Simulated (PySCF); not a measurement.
**`[SiH3]C[Si@@H]([SiH3])[GeH3]`, CH12GeSi3**

Geometry:
```tsv
atom	x (Å)	y (Å)	z (Å)
Si1	-2.429	-0.422	-0.025
C2	-1.309	-0.106	1.454
Si3	0.452	0.446	1.031
Si4	1.564	-1.145	-0.291
Ge5	0.438	2.524	-0.147
H6	-2.574	0.827	-0.835
H7	-1.841	-1.483	-0.901
H8	-3.786	-0.866	0.416
H9	-1.774	0.668	2.089
H10	-1.250	-1.027	2.060
H11	1.240	0.638	2.292
H12	1.001	-1.163	-1.677
H13	3.016	-0.793	-0.375
H14	1.437	-2.518	0.291
H15	-0.526	3.527	0.519
H16	-0.009	2.328	-1.608
H17	1.851	3.139	-0.156
```

Method: PySCF, GIAO KT3/pcSseg-1 magnetisability, rotational g tensor and spin-rotation constants, non-relativistic, gas phase. Geometry: PBE0-D3(BJ)/def2-SVP.

The calculation is non-relativistic, which matters for the atoms heavier than Zn.

Problem. Give the nuclear spin-rotation constants along the inertial axes (H = +C I·J) beside the isotropic shieldings.

Solution. Rotational constants 1.4074, 0.9481, 0.6736 GHz. A star marks the isotopologue with that one atom substituted, in its own axes.
```csv
atom,isotope,Caa (kHz),Cbb (kHz),Ccc (kHz),mean (kHz),σ (ppm)
H6,1H,-0.021,-0.059,-0.041,-0.040,27.5
H7,1H,-0.095,-0.022,-0.031,-0.050,27.5
H8,1H,-0.033,-0.024,-0.058,-0.038,27.4
H9,1H,-0.140,-0.047,-0.044,-0.077,31.1
H10,1H,-0.059,-0.091,-0.052,-0.067,31.1
H11,1H,-0.115,-0.070,0.016,-0.056,27.1
H12,1H,-0.131,-0.074,0.019,-0.062,27.7
H13,1H,-0.057,-0.013,-0.063,-0.044,27.9
H14,1H,0.015,-0.070,-0.055,-0.037,27.8
H15,1H,-0.109,0.001,-0.050,-0.052,27.9
H16,1H,-0.117,-0.085,0.016,-0.062,27.8
H17,1H,-0.021,-0.042,-0.062,-0.042,28.0
Si1,29Si*,-0.773,-0.516,-0.336,-0.542,434.1
C2,13C*,0.143,0.099,0.074,0.105,193.3
Si3,29Si*,-0.737,-0.499,-0.386,-0.541,428.6
Si4,29Si*,-0.689,-0.471,-0.333,-0.497,465.2
Ge5,73Ge*,-0.334,-0.226,-0.162,-0.240,1645.0
```
For the geometry as given, no vibrational averaging.

Problem. How do the rotational constants and the g tensor change when H6, H7, H8, H9, H10, H11, H12, H13, H14, H15, H16, H17 are replaced by deuterium?

Solution. Constants 1.1947, 0.8383, 0.6000 GHz; g -0.0142, -0.0098, -0.0075, against -0.0169, -0.0110, -0.0084 before.
